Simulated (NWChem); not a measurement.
Molecule: SnNH2F, singlet; SMILES [Sn]([F])[NH2]

```xyz
5

Sn     0.3804     0.0049     0.0000
F     -0.9073    -1.4803     0.0000
N     -1.1088     1.3724     0.0000
H     -2.0859     1.0899     0.0000
H     -1.0077     2.3822     0.0000
```
Atoms are numbered in this order, from 1.

Low-valent species are run as closed-shell singlets; no triplet was tried in these runs. Structure relaxed at the PBE0/def2-SVP level. Not confirmed as a minimum by frequencies. def2 effective core potentials on Sn; no spin-orbit coupling.

Symmetry labels are those of Cs in the frame above (b1 and b2, or b-type labels, depend on it).

List the 4 lowest vertical singlet excitations from PBE/def2-SVPD with def2 effective core potentials on Sn, TDA (NWChem).


```json
[
 {"state": "S1", "energy (eV)": "4.79", "oscillator strength": "0.070", "symmetry": "a'", "leading excitation (squared amplitude)": "HOMO → LUMO (0.87)"},
 {"state": "S2", "energy (eV)": "4.80", "oscillator strength": "0.090", "symmetry": "a\"", "leading excitation (squared amplitude)": "HOMO−1 → LUMO (0.90)"},
 {"state": "S3", "energy (eV)": "5.18", "oscillator strength": "0.001", "symmetry": "a\"", "leading excitation (squared amplitude)": "HOMO → LUMO+1 (0.99)"},
 {"state": "S4", "energy (eV)": "5.72", "oscillator strength": "0.026", "symmetry": "a\"", "leading excitation (squared amplitude)": "HOMO−2 → LUMO (0.92)"}
]
```
